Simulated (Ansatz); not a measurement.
Ansatz (a first-principles code) input for Ga(Cl)2(SH) (Cl2GaHS), SMILES [Ga]([Cl])([Cl])[SH], PBE-D3(BJ)/def2-SVP. 

Ansatz 0.2 input:
```yaml
crystal:
  periodic: [false, false, false]
  atoms:
    - {symbol: Ga, position_ang: [-0.01497524, 0.00596522, -0.00000000]}
    - {symbol: Cl, position_ang: [-1.31823358, 1.68970010, 0.00000000]}
    - {symbol: Cl, position_ang: [2.09194058, 0.35088246, 0.00000000]}
    - {symbol: S, position_ang: [-0.81907225, -2.01907956, 0.00000000]}
    - {symbol: H, position_ang: [0.41636939, -2.56955224, -0.00000001]}
basis:
  gaussian:
    orbitals: def2-SVP
hamiltonian:
  xc: pbe
  dispersion: d3bj
relax: {f_tol: 0.002, max_steps: 200}
```

Output:

```
WARN ansatz: RAYON_NUM_THREADS=1 ignored (pool sized by the plan → 1); use --threads N
Functional definition: PBE
integrals: 0.04 GiB planned
1008 factors; their error is unknown
mean field: 0.22 GiB planned
mean field evaluation 1: about -88236.3365 eV, gradient 3.5e1 eV
mean field evaluation 2: about -88231.9532 eV, gradient 6.0e1 eV
mean field evaluation 4: about -88238.3122 eV, gradient 1.2e0 eV
mean field evaluation 8: about -88238.3224 eV, gradient 2.6e-2 eV
mean field evaluation 16: about -88238.2592 eV, gradient 3.8e-5 eV
mean field -88238.25922491 eV, -3242.6962164752 hartree, gradient 3.8e-5 eV, S^2 0.000000; 0 other end points of the search recorded, 0 dependent functions left out
the calculation of the forces begins
reference -88238.25925764 eV, -3242.6962176780 hartree; 41, 41 occupied and 50, 50 virtual orbitals, 1008 factors
relax step   1: F+E_penalty+E_count = -88238.40553978 eV  Δ(F+E_penalty+E_count) = +0.000e0 eV  max|allowed force component| = 3.984e-1 eV/Å  Δτ_max = 0.0000 Å  (26 SCF iters, accepted)
these checks for a lower state are left out or cut short: starts, cluster_reference, orbital_swaps, neighbouring_geometries, increment
integrals: 0.04 GiB planned
1008 factors; their error is unknown
mean field: 0.22 GiB planned
mean field -88238.26947767 eV, -3242.6965932572 hartree, gradient 1.6e-5 eV, S^2 0.000000; 0 other end points of the search recorded, 0 dependent functions left out
the calculation of the forces begins
reference -88238.26951037 eV, -3242.6965944589 hartree; 41, 41 occupied and 50, 50 virtual orbitals, 1008 factors
relax step   2: F+E_penalty+E_count = -88238.41468497 eV  Δ(F+E_penalty+E_count) = -9.145e-3 eV  max|allowed force component| = 9.877e-2 eV/Å  Δτ_max = 0.0177 Å  (26 SCF iters, accepted)
these checks for a lower state are left out or cut short: starts, cluster_reference, orbital_swaps, neighbouring_geometries, increment
integrals: 0.04 GiB planned
1008 factors; their error is unknown
mean field: 0.22 GiB planned
mean field -88238.27031330 eV, -3242.6966239661 hartree, gradient 1.7e-5 eV, S^2 0.000000; 0 other end points of the search recorded, 0 dependent functions left out
the calculation of the forces begins
reference -88238.27034608 eV, -3242.6966251708 hartree; 41, 41 occupied and 50, 50 virtual orbitals, 1008 factors
relax step   3: F+E_penalty+E_count = -88238.41502513 eV  Δ(F+E_penalty+E_count) = -3.402e-4 eV  max|allowed force component| = 3.422e-2 eV/Å  Δτ_max = 0.0241 Å  (26 SCF iters, accepted)
these checks for a lower state are left out or cut short: starts, cluster_reference, orbital_swaps, neighbouring_geometries, increment
integrals: 0.04 GiB planned
1008 factors; their error is unknown
mean field: 0.22 GiB planned
mean field evaluation 32: about -88238.2698 eV, gradient 3.7e-2 eV
mean field -88238.26981244 eV, -3242.6966055599 hartree, gradient 1.6e-5 eV, S^2 0.000000; 0 other end points of the search recorded, 0 dependent functions left out
the calculation of the forces begins
reference -88238.26984514 eV, -3242.6966067614 hartree; 41, 41 occupied and 50, 50 virtual orbitals, 1008 factors
relax step   4: F+E_penalty+E_count = -88238.41466662 eV  Δ(F+E_penalty+E_count) = +3.585e-4 eV  max|allowed force component| = 1.351e-1 eV/Å  Δτ_max = 0.0168 Å  (26 SCF iters, rejected (line search))
these checks for a lower state are left out or cut short: starts, cluster_reference, orbital_swaps, neighbouring_geometries, increment
integrals: 0.04 GiB planned
1008 factors; their error is unknown
mean field: 0.22 GiB planned
mean field -88238.27049729 eV, -3242.6966307275 hartree, gradient 1.5e-5 eV, S^2 0.000000; 0 other end points of the search recorded, 0 dependent functions left out
the calculation of the forces begins
reference -88238.27053004 eV, -3242.6966319311 hartree; 41, 41 occupied and 50, 50 virtual orbitals, 1008 factors
relax step   5: F+E_penalty+E_count = -88238.41533235 eV  Δ(F+E_penalty+E_count) = -3.072e-4 eV  max|allowed force component| = 9.775e-3 eV/Å  Δτ_max = 0.0083 Å  (26 SCF iters, accepted)
these checks for a lower state are left out or cut short: starts, cluster_reference, orbital_swaps, neighbouring_geometries, increment
integrals: 0.04 GiB planned
1008 factors; their error is unknown
mean field: 0.22 GiB planned
mean field -88238.27046395 eV, -3242.6966295021 hartree, gradient 6.2e-5 eV, S^2 0.000000; 0 other end points of the search recorded, 0 dependent functions left out
the calculation of the forces begins
reference -88238.27049668 eV, -3242.6966307052 hartree; 41, 41 occupied and 50, 50 virtual orbitals, 1008 factors
relax step   6: F+E_penalty+E_count = -88238.41536228 eV  Δ(F+E_penalty+E_count) = -2.993e-5 eV  max|allowed force component| = 8.371e-4 eV/Å  Δτ_max = 0.0050 Å  (20 SCF iters, accepted)
integrals: 0.04 GiB planned
1008 factors; their error is unknown
mean field: 0.22 GiB planned
mean field evaluation 64: about -88238.2705 eV, gradient 6.2e-5 eV
mean field -88238.27046395 eV, -3242.6966295021 hartree, gradient 6.2e-5 eV, S^2 0.000000; 1 other end points of the search recorded, 0 dependent functions left out
the calculation of the forces begins
reference -88238.27049668 eV, -3242.6966307052 hartree; 41, 41 occupied and 50, 50 virtual orbitals, 1008 factors
Total energy: -88238.41539502 eV, -3242.7019556208 hartree
Atom 0 at    -0.015323     0.007862     0.000000 Å, force     0.000487     0.000837    -0.000000 eV/Å
Atom 1 at    -1.330572     1.704765    -0.000000 Å, force     0.000351    -0.000636    -0.000000 eV/Å
Atom 2 at     2.109982     0.352480    -0.000000 Å, force    -0.000044     0.000315     0.000000 eV/Å
Atom 3 at    -0.830358    -2.033226    -0.000000 Å, force    -0.000766    -0.000744     0.000000 eV/Å
Atom 4 at     0.422300    -2.573965    -0.000000 Å, force    -0.000028     0.000228    -0.000000 eV/Å
Dipole moment:     0.073834    -0.302346     0.000000 e Å
```

Self-consistency was reached.

Cost: very roughly 17 core-seconds.
